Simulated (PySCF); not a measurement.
Ge(Cl)(Br)3, Br₃ClGe, SMILES [Cl][Ge]([Br])([Br])[Br], singlet (PBE0/def2-SVP optimised geometry):

```
5

Cl    -1.489     1.010     0.000
Ge    -0.792    -1.010     0.000
Br    -1.571    -2.064    -1.867
Br     1.489    -1.010     0.000
Br    -1.569    -2.064     1.868
```

Computed with PBE0/def2-TZVP run with PySCF.

Problem. What are the frontier orbital energies and the dipole moment?

Solution. HOMO-2 -8.99 eV, HOMO-1 -8.98 eV, HOMO -8.85 eV, LUMO -2.80 eV, LUMO+1 -0.21 eV; dipole moment 0.36 D.

On the same geometry PBE/def2-TZVP (PySCF 2.14.0) gives HOMO-2 -7.65 eV, HOMO-1 -7.65 eV, HOMO -7.53 eV, LUMO -3.66 eV, LUMO+1 -1.07 eV; dipole moment 0.34 D.

Meta-Löwdin charges at PBE0/def2-TZVP: Cl1 -0.25, Ge2 0.82, Br3 -0.19, Br4 -0.19, Br5 -0.19.
